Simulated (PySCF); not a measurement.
# H₂SeO: fields on a plane

Computed with PBE0 in PySCF with Se def2-TZVP, O def2-TZVP, H def2-TZVP; no relativity; density-fitted integrals.

The singlet minimum has Se–H 1.513 Å (×2), Se–O 1.636 Å; H–Se–H 86.9°, H–Se–O 106.0° (×2).

The plane holds Se1 at (0.00, 0.00), O2 at (1.64, 0.00), H3 at (-0.42, 1.45) Å. Columns run from x = -2.55 to 4.05 Å, rows from y = 3.75 (top) to -1.95 Å, in steps of 0.3 Å. Other isomers or separated fragments may lie lower.

**Question.** Give the electrostatic potential (V) (cut at 20 V). Lower edges of the bins (V): '0' -2.26, '1' -2.13, '2' -1.92, '3' -1.59, '4' -1.07, '5' -0.24, '6' 1.08, '7' 3.16, '8' 6.47, '9' 11.70; top 20.0.

**Answer.** 
```
55555555555555555544444
55555555555555554444444
55555555555555544444444
55555555555555544444444
55555666655555444444444
55556667666555444444444
55566788876554443344444
55666799976654333333444
55666799987654321223344
56666789998765320012334
56667899999877763002334
56667899999999997311233
56667999999999999511233
56667899999999999511233
55667899999999997312233
55666789999877763112333
55566678888764310012334
55555667777654211223344
55555566666554332333344
55555555555554433334444
```

**Question.** Give the highest occupied orbital (Å^-3/2) at -7.28 eV (cut at ±0.3; overall sign arbitrary). Lower edges of the bins (Å^-3/2): '_' -0.300, '.' -0.240, ':' -0.180, '-' -0.120, '=' -0.060, '+' 0.000, '*' 0.060, '#' 0.120, '%' 0.180, '@' 0.240; top 0.30, each point printed twice.

**Answer.** 
```
==============================================
==============================================
==============================================
==================================++++++++++++
==============================++++++++++++++++
============------========++++++++++++++++++++
==========--::::::--====++++++++++++++++++++++
========----..__..--====++++++++++++++++++++++
==========--..__..::==++++********++++++++++++
==========--::::::--==++**##%%####**++++++++++
==============------==**##@@@@@@%%**++++++++++
++++++++++++**++++==++**%%@@@@@@@@**++++++++++
++++++++**####**++--====++@@@@@@%%**++++++++++
++++++****##@@##__++++--______..==++++++++++++
++++++****%%@@@@##**++::________::========++++
++++++****##%%@@@@##++--..______::============
++++++++****##%%%%##++==::::::::--============
++++++++++**********++==--------==============
++++++++++++******++++========================
++++++++++++++++++++++========================
```
